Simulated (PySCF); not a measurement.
(SiH3)3P, H9PSi3.
SMILES: `[SiH3]P([SiH3])[SiH3]`

Method: PBE0-D3(BJ)/def2-TZVP geometry optimisation, gas phase (PySCF).

Masses are those of the commonest isotopes; rigid-rotor values at the optimised geometry. 

(1) Give the principal moments of inertia and the rotational constants in GHz.

(2) Classify the top.

(3) What does the inertial defect say?

(4) Give the other two planar moments, Paa and Pbb, and the rms extents of the mass along the axes.

(5) Where do the R-branch lines fall?

Answers

(1) Ia = 226.15, Ib = 226.37, Ic = 373.46 u·Å²; 505379 MHz·u·Å²/I gives 2235, 2232 and 1353 MHz, that is A = 2.2347, B = 2.2325, C = 1.3532 GHz.

(2) An oblate symmetric top, as the point group C3v requires two equal moments; the computed ones differ by 0.10 % because the geometry is symmetric only within the optimiser's tolerance. Ray's parameter κ = (2B − A − C)/(A − C) = 0.995; −1 is the prolate and +1 the oblate limit.

(3) Not planar: Δ = Ic − Ia − Ib = -79.06 u·Å². For a rigid frame Δ = −2 Σ m c², so Σ m c² = 39.53 u·Å² lies off the ab plane: 9.26 from hydrogen and 30.27 from heavier atoms. The atom farthest from that plane is 1.74 Å away.

(4) Paa = Σ m a² = (Ib + Ic − Ia)/2 = 186.84 and Pbb = Σ m b² = (Ia + Ic − Ib)/2 = 186.62 u·Å². With the mass M = 123.97 u, the rms extents √(P/M) along a, b and c are 1.23, 1.23, 0.56 Å.

(5) The dipole of 0.45 D lies along the symmetry axis, so ΔK = 0 and J+1 ← J falls at 2B(J+1) for every K: 4.47 GHz, 8.93 GHz, 13.40 GHz, 17.87 GHz, 22.34 GHz for J = 0 to 4.

No frequency check. These are rigid-rotor constants of the computed structure; measured ground-state constants (B0) also hold zero-point vibration.

The run took 5.0 min wall, 7.1 min CPU on 2 threads of an Intel Xeon at 2.50 GHz, shared host, and the process peaked at 1.0 GiB of memory. That covers the optimisation of the geometry.
